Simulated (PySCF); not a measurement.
C₆H₁₁O, SMILES [C](C)(C)CC(C)=O, multiplicity 2.

The structure is a stationary point at B3LYP-D3(BJ)/def2-SVP. The isomer is the one that the SMILES or the coordinates give; other isomers of the formula were not compared. One conformer was computed; it need not be the lowest.

Two levels are set side by side: PBE/def2-TZVP (PySCF) and B3LYP/def2-TZVP (PySCF). Same geometry, gas phase. Differences are taken from unrounded values.

```
quantity                 B3LYP
-----------------------  -----
α-spin orbital gap (eV)   4.45
β-spin orbital gap (eV)   5.27
dipole moment (D)         2.74
```

What does PBE give, and how far is it from B3LYP? (An estimate is asked for; the answer gives what the named calculation found.)


```tsv
quantity	PBE	PBE minus B3LYP
α-spin orbital gap (eV)	2.58	-1.87
β-spin orbital gap (eV)	3.16	-2.11
dipole moment (D)	2.60	-0.14
```

Rough cost on one machine, each run with all the roots and properties that it gave: B3LYP against PBE within a factor of 2.
